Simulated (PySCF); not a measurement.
Input for PySCF: R-B3LYP/6-31G* on BeH2 (SMILES [BeH2]), a point of a bond scan (R = 2.660 Å).

```python
from pyscf import gto, scf, dft, mp
from pyscf.data.elements import chemcore

mol = gto.M(
    atom='''
    Be    0.00000000    0.00000000    0.00000000
    H    -0.00000000   -0.00000000   -2.66017388
    H     0.00000000    0.00000000    2.66017388
    ''',
    basis='6-31g*',
    cart=True,
    charge=0, spin=0, verbose=3, max_memory=1800)
mf = dft.RKS(mol, xc='b3lyp')
mf.conv_tol = 1e-8
mf.max_cycle = 100
mf.kernel()
if not mf.converged:
    mf = mf.newton().run(mf.mo_coeff, mf.mo_occ)
```

Output:

```
converged SCF energy = -15.6739932710115
```

The run converged.

Cost: about 0.28 core-seconds (a rough figure).
